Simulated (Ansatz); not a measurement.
Total energies of `[NH2+]1[AlH2-][NH2+][AlH2-]1`.

```xyz
12

N    -0.091    1.012   -0.901
Al   -1.404   -0.115    0.012
N     0.091   -1.010    0.903
Al    1.404    0.114   -0.014
H    -0.170    2.001   -0.691
H    -0.094    0.926   -1.911
H    -2.089   -1.106   -1.029
H    -2.227    0.750    1.065
H     0.093   -0.918    1.913
H     0.170   -2.000    0.699
H     2.096    1.102    1.024
H     2.221   -0.755   -1.070
```

Charge 0, multiplicity 1. Geometry: relaxed with PBE0-D4/def2-TZVP. Basis def2-TZVPP, the Gaussian-basis code of Ansatz.

RPA on PBE orbitals: Hartree–Fock energy of these orbitals -597.54636 Eh, correlation -1.08301 Eh (frozen core).

| functional | energy without D4 (Eh) | D4 term (kJ/mol) |
| --- | --- | --- |
| PBE | -598.93938 | -25.4 |
| B97M-V | -599.25105 | – |
| B3LYP | -599.42687 | -40.9 |
| r2SCAN0 | -599.23262 | -7.2 |
| HSE06 (plane-wave form) | -598.98567 | -20.1 |
| BHLYP | -599.31050 | -32.9 |
| CAM-B3LYP | -599.33434 | -21.8 |
| LC-ωPBE | -599.14793 | – |
| B2PLYP | -599.04539 | – |
| PBE-QIDH | -598.82187 | – |

Task: Give the same for LDA (SPW92), revPBE, BLYP, r2SCAN, PBE0, r2SCANh, ωB97X-V, ωB97M-V. (An estimate is asked.)

Result: Computed: 
| functional | energy without D4 (Eh) | D4 term (kJ/mol) |
| --- | --- | --- |
| LDA (SPW92) | -596.29917 | – |
| revPBE | -599.21608 | -72.1 |
| BLYP | -599.32007 | -55.0 |
| r2SCAN | -599.25358 | -6.1 |
| PBE0 | -599.00455 | -21.4 |
| r2SCANh | -599.24487 | -6.5 |
| ωB97X-V | -599.25948 | – |
| ωB97M-V | -599.27857 | – |

B3LYP takes the VWN-RPA correlation (the form of Gaussian; ORCA's B3LYP/G). HSE06 is the plane-wave form, built on full-range PBE exchange. The double hybrids freeze the cores in their second-order part.

LC-ωPBE has ω = 0.4 bohr⁻¹.
